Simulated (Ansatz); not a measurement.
Ansatz (a quantum-chemistry and plane-wave program) input (r2SCANh/def2-TZVPD):

Ansatz 0.2 input:
```yaml
crystal:
  periodic: [false, false, false]
  atoms:
    - {symbol: C, position_ang: [1.86379514, 0.63476508, 0.92531787]}
    - {symbol: C, position_ang: [1.76780930, -0.07004097, -0.37843760]}
    - {symbol: C, position_ang: [0.55088169, -0.87214334, -0.71637952]}
    - {symbol: C, position_ang: [-0.60845711, 0.03071111, -1.07384077]}
    - {symbol: C, position_ang: [-1.64776399, 0.34935469, -0.30483097]}
    - {symbol: C, position_ang: [-1.94361331, -0.13998144, 1.07891106]}
    - {symbol: H, position_ang: [1.13254937, 1.45353308, 0.99920829]}
    - {symbol: H, position_ang: [1.64703485, -0.03998595, 1.76118560]}
    - {symbol: H, position_ang: [2.85259606, 1.06627641, 1.08401978]}
    - {symbol: H, position_ang: [2.44802558, 0.20173611, -1.17643086]}
    - {symbol: H, position_ang: [0.28237960, -1.51168523, 0.12897530]}
    - {symbol: H, position_ang: [0.76039194, -1.53163196, -1.56284443]}
    - {symbol: H, position_ang: [-0.53781518, 0.49714629, -2.05176916]}
    - {symbol: H, position_ang: [-2.37551930, 1.04541491, -0.71316042]}
    - {symbol: H, position_ang: [-1.20253383, -0.84920730, 1.44355764]}
    - {symbol: H, position_ang: [-1.97912569, 0.69602441, 1.78379042]}
    - {symbol: H, position_ang: [-2.92389366, -0.62361168, 1.11902755]}
basis:
  gaussian:
    orbitals: def2-TZVPD
hamiltonian:
  xc: {name: r2SCANh}
magnetization: {spin_polarized: true, initial_magnetization: 1}
output: {forces: true}
```

Output:

```
Functional definition: r2SCANh
integrals: 0.29 GiB planned
1605 factors; their error is unknown
0.51 GiB of the device are held for the grids
2.03 GiB of device memory are held for the factors and their scratch space
mean field: 2.97 GiB planned
mean field evaluation 1: about -6383.0892 eV, gradient 5.5e1 eV
mean field evaluation 2: about -6375.6635 eV, gradient 6.6e1 eV
mean field evaluation 4: about -6397.6618 eV, gradient 3.3e0 eV
mean field evaluation 8: about -6397.7231 eV, gradient 4.2e-1 eV
mean field evaluation 16: about -6397.6613 eV, gradient 8.0e-3 eV
mean field -6397.66126504 eV, -235.1097149995 hartree, gradient 2.6e-5 eV, S^2 0.757651; 0 other end points of the search recorded, 0 dependent functions left out
the calculation of the forces begins
reference -6397.66128325 eV, -235.1097156689 hartree; 24, 23 occupied and 297, 298 virtual orbitals, 1605 factors
Total energy: -6397.66128325 eV, -235.1097156689 hartree
Atom 0 at     1.863795     0.634765     0.925318 Å, force    -0.028968    -0.026204    -0.036123 eV/Å
Atom 1 at     1.767809    -0.070041    -0.378438 Å, force    -0.037212     0.008091     0.042916 eV/Å
Atom 2 at     0.550882    -0.872143    -0.716380 Å, force    -0.066252     0.096891     0.007445 eV/Å
Atom 3 at    -0.608457     0.030711    -1.073841 Å, force     0.112986    -0.077114     0.060060 eV/Å
Atom 4 at    -1.647764     0.349355    -0.304831 Å, force    -0.018858    -0.050747     0.128074 eV/Å
Atom 5 at    -1.943613    -0.139981     1.078911 Å, force     0.031347     0.022642    -0.106363 eV/Å
Atom 6 at     1.132549     1.453533     0.999208 Å, force     0.023204    -0.027295    -0.012372 eV/Å
Atom 7 at     1.647035    -0.039986     1.761186 Å, force     0.010906     0.012629    -0.030052 eV/Å
Atom 8 at     2.852596     1.066276     1.084020 Å, force    -0.030904    -0.014553    -0.003753 eV/Å
Atom 9 at     2.448026     0.201736    -1.176431 Å, force     0.002612     0.004314    -0.008946 eV/Å
Atom 10 at     0.282380    -1.511685     0.128975 Å, force     0.001768     0.007624     0.004207 eV/Å
Atom 11 at     0.760392    -1.531632    -1.562844 Å, force    -0.000762     0.012463     0.006901 eV/Å
Atom 12 at    -0.537815     0.497146    -2.051769 Å, force    -0.005656     0.010684    -0.009782 eV/Å
Atom 13 at    -2.375519     1.045415    -0.713160 Å, force    -0.000151     0.002860    -0.006342 eV/Å
Atom 14 at    -1.202534    -0.849207     1.443558 Å, force    -0.008550     0.013337    -0.008208 eV/Å
Atom 15 at    -1.979126     0.696024     1.783790 Å, force    -0.009034    -0.018383    -0.024762 eV/Å
Atom 16 at    -2.923894    -0.623612     1.119028 Å, force     0.023522     0.022760    -0.002900 eV/Å
Dipole moment:    -0.021747     0.022650     0.061797 e Å
```

It need not be the lowest isomer of its formula.
